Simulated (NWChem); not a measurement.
Species: CH4Al, doublet; SMILES [CH3][AlH]

Program: NWChem. Spin-unrestricted. This spin state was assumed; another may lie lower. No stability test was run on the SCF state. B3LYP is NWChem's, with the RPA form of VWN correlation. Each level has its own optimisation; frequencies are unscaled.

| level | r Al–C (Å) | r Al–H (Å) | highest harmonic frequency (cm⁻¹) | lowest (cm⁻¹) | zero-point energy (kcal/mol) |
|---|---|---|---|---|---|
| B3LYP/3-21G | 2.006 | 1.634 | 3131 | 106 | 25.7 |
| CAM-B3LYP/def2-SVP | 1.967 | 1.605 | 3155 | ? | 25.4 |
| LDA (Slater exchange, VWN5)/def2-SVP | 1.957 | 1.628 | 3092 | 132 | 24.3 |
| PBE0/def2-SVP | 1.970 | 1.613 | 3167 | 119 | 25.2 |

Problem. Fill in the missing entries.

Solution. 
- CAM-B3LYP/def2-SVP, lowest (cm⁻¹): 99
